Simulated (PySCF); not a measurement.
C₂H₇NOSi.
Geometry (PBE0-D3(BJ)/def2-SVP, Å), atoms numbered from 1 in this order:
```
atom  x, y, z in Å
C1    -1.762   -1.048    0.511
O2    -2.057    0.313    0.288
C3    -1.062    1.107   -0.126
N4     0.133    0.822   -0.354
Si5    1.452   -0.266   -0.441
H6    -0.996   -1.168    1.293
H7    -1.403   -1.536   -0.409
H8    -2.696   -1.521    0.837
H9    -1.470    2.126   -0.248
H10    1.173   -1.693   -0.058
H11    2.529    0.236    0.463
H12    1.956   -0.273   -1.847
```

The closed-shell ground state was solved at several levels (PySCF, density fitting, gas phase, non-relativistic).

```tsv
level	basis functions	HOMO (eV)	LUMO (eV)	gap (eV)	dipole (D)
CAM-B3LYP/def2-SVPD	163	-8.61	0.94	9.55	1.61
wB97X-D/pcSseg-2	285	-9.09	1.63	10.72	1.72
```

(1) What might PBE0/pcSseg-1 (127 basis functions) give for the same quantities?

(2) Over all these levels, which gives the widest orbital gap and which the narrowest?

(3) How far do the dipole and the HOMO energy spread over the levels?

Results:

(1) HOMO -7.18 eV, LUMO -0.11 eV, gap 7.07 eV, dipole 1.73 D.

(2) wB97X-D/pcSseg-2 (range-separated hybrid) has the widest, 10.72 eV, and PBE0/pcSseg-1 (global hybrid, 25 % exact exchange) the narrowest, 7.07 eV. Functional and basis both differ between the two, so the spread mixes both effects.

(3) The dipole runs from 1.61 to 1.73 D (mean 1.69 D) and the HOMO from -9.09 to -7.18 eV.

One conformer stands for the species.
